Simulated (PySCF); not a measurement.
**Property card for `Fc1ccnn1CC`**

Species: C5H7FN2.
SMILES with atom numbers: `[CH3:1][CH2:2][n:3]1[n:4][cH:5][cH:6][c:7]1[F:8]` (hydrogens: H9, H10, H11 on C1; H12, H13 on C2; H14 on C5; H15 on C6)

Among its groups: pyridine-type ring nitrogen, pyrrole-type ring nitrogen and C–F bond.

GFN2-xTB geometry:

| Quantity | Value |
| --- | --- |
| Point group of the GFN2-xTB geometry | C1 |
| Rotational constants A, B, C of the GFN2-xTB geometry | 3.235, 2.024, 1.376 GHz |

**CAM-B3LYP/def2-SVPD ground state and vertical TDDFT (core frozen in the response) (PySCF)**

| Property | Result |
| --- | --- |
| Dipole moment | 1.11 D |
| HOMO energy | -8.47 eV |
| LUMO energy | 1.22 eV |
| HOMO–LUMO gap | 9.69 eV |
| Lowest singlet excitation | 6.81 eV (182 nm, f = 0.013) |
| Strongest line among the 8 lowest singlet transitions | S2 at 6.86 eV (181 nm, f = 0.085) |
| Lowest triplet excitation (Tamm–Dancoff) | 4.76 eV |
| Static isotropic polarisability | 70.7 au |
| Electronic spatial extent ⟨r²⟩ about the centre of nuclear charge | 887 bohr² |

Monoisotopic mass (most abundant isotopes): 114.0593 u.

The polarisability is 10.48 Å³ as a volume (1 au = 0.148185 Å³), or 1.18 au for each of the 60 electrons. A dipole of 1.11 D is allowed in C1, and pure rotational transitions are dipole-allowed. The 8 singlets span 6.81 to 8.09 eV, and their oscillator strengths add up to 0.27. With B = h/(8π²I), that is 505.379 GHz u Å² over I, the principal moments of inertia are 156.2, 249.7 and 367.2 u Å² (most abundant isotopes); the inertial defect Ic − Ia − Ib is -38.7 u Å² (zero for a rigid planar frame, negative otherwise). The principal polarisabilities are 53.1, 70.9 and 88.2 au; their mean is the isotropic value. The dipole matches unit charges of opposite sign 0.23 Å apart (1 e·Å = 4.8032 D). The vertical singlet–triplet gap S1 − T1 is 2.05 eV (TDDFT singlet less Tamm–Dancoff triplet; S1: HOMO→LUMO, weight 0.77; T1: HOMO→LUMO+1, weight 0.65). The rotational constants make it an asymmetric top with κ = (2B − A − C)/(A − C) = -0.30, nearer the prolate limit (−1).

Isolated species at its GFN2-xTB geometry (one conformer only).

The values belong to the conformer `[CH3:1][CH2:2][n:3]1[n:4][cH:5][cH:6][c:7]1[F:8]`: C1–C2–N3–N4 95°.
